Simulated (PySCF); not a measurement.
Species: C6H8O2Si.
SMILES: `Oc1ccccc1O[SiH3]`

The closed-shell SCF was solved with PySCF and density fitting under several settings on one GFN2-xTB geometry (grid level 2 and gas phase unless stated).

```tsv
settings	basis functions	SCF cycles	E (Eh)	HOMO (eV)	LUMO (eV)	dipole (D)
PBE0/6-31G	101	14	-672.6752	-6.00	0.15	2.92
PBE0/pcSseg-1	200	14	-672.8009	-6.32	-0.10	2.11
```

Question: Estimate the rows for these settings: (1) PBE0/ANO-RCC-VDZP, fitting basis def2-universal-jkfit; (2) HF/6-31G*, energy threshold 1e-07 Eh, damping 0.3 at the start, DIIS from the seventh cycle; (3) WP04/def2-SVP.

Answer: 
```json
{"settings": "PBE0/ANO-RCC-VDZP, fitting basis def2-universal-jkfit", "basis functions": "170", "SCF cycles": "11", "E (Eh)": "-672.8465", "HOMO (eV)": "-6.25", "LUMO (eV)": "-0.02", "dipole (D)": "1.93"}
{"settings": "HF/6-31G*, energy threshold 1e-07 Eh, damping 0.3 at the start, DIIS from the seventh cycle", "basis functions": "146", "SCF cycles": "10", "E (Eh)": "-670.5242", "HOMO (eV)": "-8.21", "LUMO (eV)": "3.46", "dipole (D)": "2.32"}
{"settings": "WP04/def2-SVP", "basis functions": "170", "SCF cycles": "15", "E (Eh)": "-684.9153", "HOMO (eV)": "-7.34", "LUMO (eV)": "-2.04", "dipole (D)": "2.08"}
```

Question: Over all rows, what range does the HOMO–LUMO gap span?

Answer: From 5.30 eV (WP04/def2-SVP) to 11.67 eV (HF/6-31G*, energy threshold 1e-07 Eh, damping 0.3 at the start, DIIS from the seventh cycle). The functional of the narrowest has 12 % exact exchange, that of the widest 100 % exact exchange.

Question: And the dipole moment?

Answer: From 1.93 D (PBE0/ANO-RCC-VDZP, fitting basis def2-universal-jkfit) to 2.92 D (PBE0/6-31G); the largest is 1.51 times the smallest, and the median is 2.11 D.

Question: Compare two rows with the functional PBE0: PBE0/pcSseg-1 and PBE0/ANO-RCC-VDZP, fitting basis def2-universal-jkfit. Which energy is lower, and by how much?

Answer: PBE0/ANO-RCC-VDZP, fitting basis def2-universal-jkfit (170 functions) lies 0.0456 Eh or 29 kcal/mol below PBE0/pcSseg-1 (200 functions). The smaller set gives the lower energy; the two sets aren't nested, so the variational bound doesn't order them by size.

Whole jobs, the steps after the SCF included, on an Intel Xeon Platinum 8488C with one thread, no GPU, shared host:

| settings | work after the SCF | wall time | peak memory |
| --- | --- | --- | --- |
| PBE0/6-31G | spin–spin couplings from 9 perturbed nuclei, spin–dipole term for 1 of them | 15 s | 0.77 GiB |
| PBE0/pcSseg-1 | shieldings, ring-centre shieldings, charges and field gradients | 32 s | 0.96 GiB |
| PBE0/ANO-RCC-VDZP, fitting basis def2-universal-jkfit | shieldings, ring-centre shieldings, charges and field gradients | 50 s | 0.79 GiB |
| HF/6-31G*, energy threshold 1e-07 Eh, damping 0.3 at the start, DIIS from the seventh cycle | shieldings, ring-centre shieldings, density and orbital grids written | 16 s | 0.70 GiB |
| WP04/def2-SVP | spin–spin couplings from 9 perturbed nuclei, spin–dipole term for 1 of them | 28 s | 0.89 GiB |

Cycle counts include a coarse-grid stage where the run had one. All basis functions are spherical, in the Pople sets too. WP04 was designed for NMR shieldings or shifts; total energies of different functionals aren't comparable. ANO-RCC sets were contracted for a scalar-relativistic Hamiltonian, but ran non-relativistically here.

Shape of the structure used: `[OH:1][c:2]1[cH:3][cH:4][cH:5][cH:6][c:7]1[O:8][SiH3:9]`: C6–C7–O8–Si9 0°, H–O1–C2–C3 180°.

One conformer stands for the species.
